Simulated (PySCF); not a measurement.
**Working out the excitation energy of Br⁺**

Br⁺ [Ar] 3d10 4s2 4p4 (3P) → Br⁺ [Ar] 3d10 4s2 4p3 5s1 (5S). Computed with PySCF 2.14 in aug-cc-pVDZ-DK, with the spin-free X2C one-electron Hamiltonian (Gaussian nucleus). Frozen: [Ar] 3d10. Energies in hartree (1 hartree = 27.21139 eV):

```json
{"part": "UHF", "Br⁺ (lower)": "-2603.903970", "Br⁺ (upper)": "-2603.508840"}
{"part": "CCSD correlation", "Br⁺ (lower)": "-0.089364", "Br⁺ (upper)": "-0.085917"}
{"part": "(T)", "Br⁺ (lower)": "-0.001106", "Br⁺ (upper)": "-0.001215"}
```

Question: What does Hartree-Fock give?

Answer: (-2603.508840) − (-2603.903970) = 0.395130 hartree = 10.752 eV.

Question: What do CCSD and CCSD(T) give?

Answer: The CCSD correlation energies differ by 0.003447 hartree = 0.094 eV and the triples by -0.000109 hartree = -0.003 eV, so CCSD gives 10.846 eV and CCSD(T) 10.843 eV.

Measured between the centres of the two terms (NIST): 11.462 eV, so CCSD(T) (valence) is off by -0.619 eV.

A double-zeta basis recovers only part of the correlation energy.

What remains against the reference includes basis incompleteness, the frozen core and higher excitations.
